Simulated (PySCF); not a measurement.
Nb (SMILES [Nb]), sextet (core potentials on Nb).

Input for PySCF:
```python
from pyscf import gto, scf, dft

mol = gto.M(
    atom='''
Nb    0.000000    0.000000    0.000000
''',
    basis='def2-tzvp',
    ecp={'Nb': 'def2-tzvp'},
    charge=0,
    spin=5,
    verbose=4,
)

mf = dft.UKS(mol)
mf.xc = 'pbe0'
mf = mf.density_fit(auxbasis='def2-universal-jkfit')
mf.kernel()
```

Problem. What number of basis functions does DF-PBE0/def2-TZVP run with PySCF give?

Solution. 40

Problem. What total energy does DF-PBE0/def2-TZVP give?

Solution. -56.8195 Eh

Problem. Estimate the HOMO energy that DF-PBE0/def2-TZVP returns for this input.

Solution. -4.47 eV

Problem. What <S^2> does DF-PBE0/def2-TZVP give?

Solution. 8.751

Problem. Give the dipole moment at the level DF-PBE0/def2-TZVP.

Solution. 0.00 D

These values belong to the state on which the SCF converged, which isn't shown to be the lowest.
